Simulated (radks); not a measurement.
Task: Nb+, configuration [Ar] 3d10 4s1.75 4p6 4d4 4f0.25 (fractional occupations, a model configuration). Calculated with a radial shooting solver on a logarithmic mesh with Libxc functionals: Dirac Kohn-Sham, PBE, spin-unpolarised, spherical densities, point nucleus; open shells are shared between the two j in proportion to 2j + 1.

Spin-orbit splittings of the eigenvalues, e(l+1/2) - e(l-1/2), with zeta = 2 splitting/(2l+1) and mean radii in bohr:

| shell | occ. | splitting (eV) | zeta (eV) | <r> j=l-1/2 | <r> j=l+1/2 |
|---|---|---|---|---|---|
| 2p | 6 | 95.79 | 63.86 | 0.1346 | 0.1391 |
| 3p | 6 | 15.52 | 10.34 | 0.4385 | 0.4490 |
| 3d | 10 | 2.889 | 1.155 | 0.4309 | 0.4344 |
| 4p | 6 | 2.114 | 1.409 | 1.277 | 1.308 |
| 4d | 4 | 0.1802 | 0.07209 | 1.963 | 1.983 |
| 4f | 0.25 | ? | ? | 11.57 | 11.57 |
| 5p | 0 | 0.1759 | 0.1173 | 4.123 | 4.213 |
| 5d | 0 | 0.01088 | 0.004352 | 8.037 | 8.080 |

Estimate the 4f splitting.

Result: 9.383e-06 eV (zeta = 2.681e-06 eV).
